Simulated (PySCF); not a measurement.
Positional isomers: butadiene methyl+boryl. Gas-phase values, no solvent. One relaxed conformer stands for each flexible species; it need not be the lowest. Strings in code marks are SMILES.

These are TPSSh-D3(BJ)/def2-TZVP // CAM-B3LYP-D3(BJ)/def2-TZVP run with PySCF values and carry that method's errors. All candidates: neutral, multiplicity 1. Excitations are Tamm–Dancoff values on a coarser integration grid. The basis has no diffuse functions, so Rydberg states are missing or too high.

The HOMO–LUMO gap is 4.12 eV and the brightest of the four lowest singlets (TDA) is 6.03 eV. The T1 excitation (TDA) comes out as 2.87 eV.

Q: Name which member has these values.
A. `B/C=C\C(=C)C`
B. `B/C(C=C)=C/C`
C. `B/C(C)=C\C=C`
D. `B/C=C/C(=C)C`

A: B, `B/C(C=C)=C/C`. The others give `B/C=C\C(=C)C`: 3.97 eV, 4.81 eV, 2.65 eV; `B/C(C)=C\C=C`: 3.84 eV, 4.52 eV, 2.54 eV; `B/C=C/C(=C)C`: 4.10 eV, 4.95 eV, 2.76 eV
